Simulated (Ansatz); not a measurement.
Basis-set series for `NC(F)(F)[SiH3]`. Charge 0, multiplicity 1. All single points use the PBE0-D4/def2-TZVP geometry. It is one conformer, not always the lowest.

Z-matrix (Å, degrees):
```
C
F 1 1.367
F 1 1.367 2 107.4
N 1 1.420 2 107.0 3 114.6
Si 1 1.930 2 108.4 3 -116.9
H 4 1.012 1 111.2 2 61.1
H 4 1.012 1 111.3 2 -176.3
H 5 1.485 1 107.2 2 -63.1
H 5 1.482 1 111.3 2 58.1
H 5 1.485 1 107.2 2 179.3
```

```csv
functional,basis,functions,energy (Eh),HOMO (eV),LUMO (eV)
PBE0-D4,def2-SVP,99,-584.29762,-7.51,0.65
PBE0-D4,def2-QZVPP,448,-584.77998,-7.76,-0.01
ωB97M-V,def2-SVP,99,-584.59375,-9.80,2.48
ωB97M-V,def2-QZVPP,448,-585.08475,-10.07,1.34
```

**Question.** Give the rows for def2-TZVPP. (An estimate is asked.)

**Answer.** The calculation gave: 
| functional | basis | functions | energy (Eh) | HOMO (eV) | LUMO (eV) |
| --- | --- | --- | --- | --- | --- |
| PBE0-D4 | def2-TZVPP | 236 | -584.75439 | -7.71 | 0.18 |
| ωB97M-V | def2-TZVPP | 236 | -585.06073 | -10.02 | 1.74 |

Positive LUMOs are unbound and depend on the basis.

Results of the Gaussian-basis code of Ansatz.
